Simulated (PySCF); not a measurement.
Compound: H8O3Si4.
Atom-mapped SMILES: `[SiH3:1][O:2][SiH:3]1[O:4][SiH2:5][SiH2:6][O:7]1`

Structure used (GFN2-xTB), in Å, numbered top down from 1:
```xyz
15
H8O3Si4 angstrom
Si     2.5739    0.1847   -0.4703
O      1.7523   -0.1939    0.8802
Si     0.2686   -0.2788    1.4935
O     -0.5539    1.0856    1.1637
Si    -1.8005    1.1674    0.0890
Si    -1.8624   -1.1224   -0.2674
O     -0.5890   -1.4317    0.7326
H      2.1581   -0.6996   -1.5617
H      3.9522   -0.0422   -0.0456
H      2.3082    1.5808   -0.8225
H      0.3423   -0.5220    2.9094
H     -2.8569    1.8304    0.8590
H     -1.3074    2.0415   -0.9822
H     -2.9446   -1.9238    0.3127
H     -1.4451   -1.6681   -1.5642
```

NICS = −σ at a ghost point: NICS(0) at the centroid of the ring atoms, NICS(1) 1 Å to either side along the normal of their mean plane, zz for the tensor component along that normal. Level: GIAO PBE0/pcSseg-1 (PySCF, non-relativistic, gas phase) on the GFN2-xTB geometry, one conformer.

Ring bond lengths (Å), with Mayer bond orders in brackets: Si3–O4 1.627 (0.95), O4–Si5 1.648 (0.90), Si5–Si6 2.318 (0.94), Si6–O7 1.648 (0.90), O7–Si3 1.626 (0.96).

**Question.** What do the NICS probes read (ppm)?

**Answer.** 
```tsv
ring	type	NICS(0)	NICS(1), two faces	NICS(1)zz, two faces	rms pucker (Å)	centre to ring atoms, mean (Å)
Si3–O4–Si5–Si6–O7	5-membered ring with 2 O and 3 Si; formal bonds all single	-6.2	-2.7 / -2.5	-3.3 / -2.6	0.03	1.50
```

**Question.** What do they say, and how far can they be read as aromaticity?

**Answer.** 
- Si3–O4–Si5–Si6–O7: mean NICS(1)zz -2.9 ppm, near zero. Si3, Si5, Si6 have four or more neighbours, and the NICS criterion for π rings isn't applied.

**Question.** What is the mean of the two in-plane components of NICS at the first NICS(1) probe listed for ring Si3–O4–Si5–Si6–O7, 1 Å off the ring?

**Answer.** The isotropic value is a third of the trace: (3 × -2.7 − (-3.3))/2 = -2.4 ppm.

**Question.** How shielded are the nuclei of the rings and their hydrogens (means over atoms taken as equivalent)?

**Answer.** 
```tsv
atoms	environment	σ isotropic (ppm)
Si3	oxygen-bound silicon	405.4
O4 (×2)	siloxane oxygen	275.4
Si5 (×2)	oxygen-bound silicon	379.0
H11	Si–H hydrogen	27.47
H12 (×2)	Si–H hydrogen	26.27
H13 (×2)	Si–H hydrogen	26.24
```

The run took 67 s wall (with the writing of density and orbital grids) on one thread of an Arm Neoverse N1, shared host with 64 logical CPUs at a one-minute load of 61, and the process peaked at 0.84 GiB of memory. This is the whole shielding run at PBE0/pcSseg-1, SCF included.
